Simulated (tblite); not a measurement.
Species: C7H11ClSi2.
Numbering: `[CH3:1][C:2]#[C:3][Si@@H:4]([Cl:5])[SiH:6]1[CH2:7][CH:8]=[CH:9][CH2:10]1` (hydrogens: H11, H12, H13 on C1; H14 on Si4; H15 on Si6; H16, H17 on C7; H18 on C8; H19 on C9; H20, H21 on C10)

Computed with GFN2-xTB (tblite), gas phase: L-BFGS steps from a force-field or distance-geometry start until the largest atomic force falls under 0.01 eV/Å.

The end geometry, which sets the zero of energy:
```
atom  x, y, z in Å
C1      4.6942    0.3017    0.2976
C2      3.3304    0.6125   -0.0639
C3      2.1909    0.8793   -0.3565
Si4     0.4516    1.2562   -0.8462
Cl5     0.5003    1.7208   -2.8371
Si6    -0.9361   -0.5664   -0.4904
C7     -1.1236   -0.9678    1.3713
C8     -2.5685   -0.7005    1.6640
C9     -3.3669   -0.3306    0.6791
C10    -2.8034   -0.1885   -0.7024
H11     5.3502    0.4618   -0.5579
H12     5.0167    0.9449    1.1164
H13     4.7692   -0.7390    0.6130
H14     0.1054    2.5126   -0.1674
H15    -0.5848   -1.7893   -1.2418
H16    -0.8887   -2.0066    1.6077
H17    -0.4907   -0.3592    2.0203
H18    -2.9182   -0.8237    2.6794
H19    -4.4187   -0.1288    0.8268
H20    -3.0122    0.8111   -1.0898
H21    -3.3060   -0.8838   -1.3773
```

Question: These geometries come from the run, each turned onto the end geometry. Order them by energy, lowest first.
A.
```
atom  x, y, z in Å
C1      4.6783    0.3058    0.2967
C2      3.3167    0.6190   -0.0710
C3      2.1783    0.8796   -0.3709
Si4     0.4319    1.2319   -0.8458
Cl5     0.4410    1.7636   -2.8168
Si6    -0.9195   -0.6218   -0.5010
C7     -1.1101   -0.9716    1.3722
C8     -2.5553   -0.6934    1.6556
C9     -3.3462   -0.3206    0.6650
C10    -2.7741   -0.1850   -0.7135
H11     5.3392    0.4633   -0.5563
H12     4.9991    0.9483    1.1177
H13     4.7453   -0.7365    0.6114
H14     0.0596    2.4494   -0.1121
H15    -0.6015   -1.8696   -1.2240
H16    -0.8676   -1.9975    1.6544
H17    -0.4789   -0.3305    1.9918
H18    -2.9145   -0.8070    2.6687
H19    -4.3953   -0.1044    0.8110
H20    -2.9281    0.8324   -1.0821
H21    -3.3075   -0.8389   -1.4062
```
B.
```
atom  x, y, z in Å
C1      4.6885    0.2973    0.3008
C2      3.3126    0.5906   -0.0687
C3      2.1677    0.8342   -0.3684
Si4     0.4129    1.2167   -0.8497
Cl5     0.3600    1.7509   -2.8191
Si6    -0.9194   -0.6226   -0.4998
C7     -1.1023   -0.9481    1.3734
C8     -2.5527   -0.6779    1.6635
C9     -3.3463   -0.3039    0.6663
C10    -2.7597   -0.1605   -0.7099
H11     5.3538    0.4625   -0.5497
H12     5.0123    0.9404    1.1218
H13     4.7913   -0.7392    0.6284
H14    -0.0893    2.3771   -0.0892
H15    -0.5689   -1.8484   -1.2408
H16    -0.8495   -1.9808    1.6220
H17    -0.4617   -0.2925    1.9723
H18    -2.9266   -0.8106    2.6719
H19    -4.3995   -0.0993    0.8146
H20    -2.8801    0.8637   -1.0796
H21    -3.2521   -0.8330   -1.4153
```
C.
```
atom  x, y, z in Å
C1      4.6851    0.3078    0.2962
C2      3.3245    0.6220   -0.0701
C3      2.1814    0.8657   -0.3674
Si4     0.4383    1.2347   -0.8461
Cl5     0.4689    1.7551   -2.8247
Si6    -0.9285   -0.5969   -0.4939
C7     -1.1148   -0.9677    1.3720
C8     -2.5598   -0.6950    1.6577
C9     -3.3513   -0.3214    0.6688
C10    -2.7837   -0.1841   -0.7111
H11     5.3456    0.4633   -0.5560
H12     5.0072    0.9471    1.1173
H13     4.7446   -0.7339    0.6095
H14     0.0840    2.4739   -0.1352
H15    -0.5985   -1.8377   -1.2194
H16    -0.8817   -2.0018    1.6278
H17    -0.4837   -0.3453    2.0095
H18    -2.9128   -0.8150    2.6727
H19    -4.4026   -0.1168    0.8136
H20    -2.9686    0.8249   -1.0859
H21    -3.3025   -0.8621   -1.3906
```
D.
```
atom  x, y, z in Å
C1      4.6795    0.2983    0.2999
C2      3.3150    0.5919   -0.0658
C3      2.1770    0.8535   -0.3687
Si4     0.4335    1.2145   -0.8404
Cl5     0.3719    1.7555   -2.8128
Si6    -0.9107   -0.6255   -0.4988
C7     -1.1099   -0.9516    1.3684
C8     -2.5523   -0.6839    1.6530
C9     -3.3377   -0.3057    0.6634
C10    -2.7550   -0.1689   -0.7070
H11     5.3413    0.4625   -0.5484
H12     4.9992    0.9454    1.1150
H13     4.7785   -0.7372    0.6199
H14    -0.0589    2.3819   -0.0988
H15    -0.5762   -1.8534   -1.2375
H16    -0.8529   -1.9709    1.6442
H17    -0.4729   -0.3121    1.9790
H18    -2.9136   -0.8072    2.6614
H19    -4.3869   -0.1008    0.8075
H20    -2.9011    0.8460   -1.0782
H21    -3.2766   -0.8157   -1.4103
```
E.
```
atom  x, y, z in Å
C1      4.6824    0.2977    0.3008
C2      3.3175    0.5968   -0.0649
C3      2.1841    0.8782   -0.3696
Si4     0.4324    1.2129   -0.8447
Cl5     0.3919    1.7603   -2.8044
Si6    -0.9091   -0.6266   -0.5031
C7     -1.1005   -0.9630    1.3699
C8     -2.5478   -0.6882    1.6497
C9     -3.3346   -0.3118    0.6583
C10    -2.7578   -0.1736   -0.7189
H11     5.3337    0.4646   -0.5569
H12     4.9881    0.9532    1.1163
H13     4.7638   -0.7428    0.6160
H14    -0.0166    2.3991   -0.1041
H15    -0.5844   -1.8650   -1.2355
H16    -0.8579   -1.9836    1.6669
H17    -0.4792   -0.3163    1.9934
H18    -2.9057   -0.8060    2.6648
H19    -4.3867   -0.0988    0.7989
H20    -2.9178    0.8455   -1.0780
H21    -3.3046   -0.8158   -1.4100
```

Answer: C (0.003 eV), A (0.007 eV), E (0.018 eV), D (0.034 eV), B (0.065 eV).

In the order of the answer:

```csv
step,E above end (eV),largest force (eV/Å),rms force component (eV/Å),rms distance from end (Å),rms bond change (Å),bond most changed (Å)
26,0.003,0.10,0.020,0.028,0.002,Si4–Si6 -0.006
20,0.007,0.06,0.019,0.047,0.001,Si4–Cl5 -0.004
9,0.018,0.13,0.043,0.067,0.004,Si4–Si6 -0.016
6,0.034,0.20,0.065,0.075,0.005,Si4–Si6 -0.014
3,0.065,0.35,0.109,0.082,0.007,Si4–Si6 -0.020
```

What follows is the cost of the whole relaxation. The run took 1.1 s on Arm Neoverse N1, one thread, shared host.
